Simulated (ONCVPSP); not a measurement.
# Scattering properties, ONCV potential for Pd (Z = 46)

```
Element                 : palladium
Generator               : ONCVPSP 4.0.1
Type                    : optimised norm-conserving Vanderbilt (ONCV)
Functional              : LDA (Perdew-Wang 92)
Relativity              : scalar-relativistic
Frozen core             : [Ar] 3d10
Valence charge          : 18
Reference configuration : 4s2 4p6 4d10
Partial waves           : 4s: rc 1.60 bohr, ncon 3, nbas 7, qcut 8.1 1/bohr, 2 projectors, debl 2.2 Ha; 4p: rc 1.45 bohr, ncon 5, nbas 10, qcut 9.9 1/bohr, 2 projectors, debl 3.5 Ha; 4d: rc 1.60 bohr, ncon 3, nbas 7, qcut 11.5 1/bohr, 2 projectors, debl 1.6 Ha; f scattering state at 0.33 Ha: rc 1.35 bohr, ncon 4, nbas 9, qcut 9.3 1/bohr, 2 projectors, debl 2.6 Ha
Local potential         : polynomial inside 1.15 bohr (lpopt 5, dvloc0 0 Ha)
Core correction         : none
```

In the s channel the program set the typed energies aside and used -3.140, 0.250 Ha.

The phase is arctan(r·R′/R) of the radial function R(r), unwrapped; energies in Ha, scanned from -5 to 5 Ha. A pole is an energy at which the radial function vanishes at the test radius. The pseudo phase is shifted by a multiple of π to meet the all-electron one at the reference energy, and phase errors are pseudo minus all-electron; the curves can meet again beyond the range given. Levels narrower than the energy grid can be missing from the lists of poles.

```tsv
channel	radius (bohr)	reference energy (Ha)	poles, all-electron	poles, pseudo	unbroken range about the reference energy with phases within 0.05 rad	phase error 1 Ha above the reference energy (rad)
s	1.63	-3.14	-2.78	-2.78	the whole range	-0.000
p	1.47	-1.89	-0.86	-0.86	the whole range	-0.000
d	1.63	-0.16	1.00	1.00	the whole range	+0.000
f	1.37	0.33	4.58	4.58	the whole range	+0.000
```

Phases in the s channel:

```tsv
E (Ha)	all-electron	pseudo
-4.96	1.208	1.207
-4.48	1.117	1.116
-4.00	0.873	0.872
-3.52	-0.427	-0.427
-3.04	-1.433	-1.433
-2.56	-1.641	-1.641
-2.08	-1.740	-1.741
-1.60	-1.816	-1.816
-1.12	-1.891	-1.891
-0.64	-1.984	-1.985
-0.16	-2.118	-2.119
0.32	-2.341	-2.341
0.80	-2.746	-2.746
1.28	-3.366	-3.368
1.76	-3.892	-3.895
2.24	-4.186	-4.189
2.72	-4.349	-4.353
3.20	-4.450	-4.454
3.68	-4.518	-4.523
4.16	-4.567	-4.574
4.64	-4.605	-4.615
```
